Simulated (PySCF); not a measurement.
Start geometry of Ta(NMe)F3 (`C[N]=[Ta]([F])([F])[F]`) from GFN2-xTB (Å):
```
atom  x, y, z in Å
Ta1    0.0686   -0.0683   -1.5273
N2    -0.0189   -0.0150    0.2412
C3    -0.0683   -0.0158    1.6351
H4     0.4766    0.9474    2.0361
H5    -1.0347   -0.1718    2.0038
H6     0.6097   -0.8065    2.0315
F7     1.8188    0.0116   -2.1545
F8    -0.8394    1.5660   -2.1744
F9    -0.8797   -1.5169   -2.1173
```

Question: What comes out of this run: PBE0-D3(BJ)/def2-SVP geometry optimisation, gas phase, def2 core potentials past Kr in PySCF?

Answer: 
```
atom  x, y, z in Å
Ta1    0.4691   -0.0647   -1.4902
N2    -0.0493   -0.0126    0.1837
C3    -0.4576    0.0479    1.5407
H4    -0.2292    1.0336    1.9811
H5    -1.5438   -0.1197    1.6380
H6     0.0568   -0.7179    2.1459
F7     2.3498   -0.2202   -1.4719
F8    -0.1031    1.5513   -2.2775
F9    -0.3600   -1.5670   -2.2756
```

The energy falls by 10.5 kcal/mol over 14 energy and gradient evaluations, the largest force component goes from 0.0769 to 1.6e-04 Eh/bohr, and the atoms move by 0.096 Å rms after alignment. The bond that changes most is Ta1–F8 (ends: tantalum bonded to 3 F and N; fluorine bonded to Ta), which shortens by 0.092 Å. Bonds longer at the end by more than 0.005 Å: 4 of 8; shorter: 4. Among the angles that change most is H4–C3–H5, from 115.4° to 107.7°. Rotational constants go from 2735, 1627, 1620 to 2669, 1647, 1646 MHz. The orientation of the end geometry is arbitrary; only internal coordinates are fixed.

The run used 117 basis functions and 108 SCF cycles in all. The run took 98 s of wall time on one thread of an Intel Xeon Platinum 8488C (shared host), and the process peaked at 0.47 GiB of memory.

PBE0-D3(BJ)/def2-SVP frequencies: not computed here.
